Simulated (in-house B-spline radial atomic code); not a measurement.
**Li: [He] 2s(1 up, 0 down)**

Computed with an all-electron radial atomic-structure program (B-spline basis): non-relativistic Hartree-Fock, spin-polarised, averaged over the determinants with the given up and down occupations, point nucleus.

Screening seen three ways: the hydrogenic charge with the same mean radius, Z_r = [3n² - l(l+1)]/(2<r>), the one with the same energy, Z_e = n√(-2ε), and Slater's rules. Values are occupation-weighted means over spin.

```json
{"shell": "1s", "electrons": "2", "ε (eV)": "-67.421", "<r> (bohr)": "0.573", "Z_r": "2.62", "Z_e": "2.23", "Slater": "2.70"}
{"shell": "2s", "electrons": "1", "ε (eV)": "-5.3434", "<r> (bohr)": "3.873", "Z_r": "1.55", "Z_e": "1.25", "Slater": "1.30"}
```

The least bound orbital is 2s up at -5.343 eV, and it is also the most diffuse (<r> = 3.873 bohr).
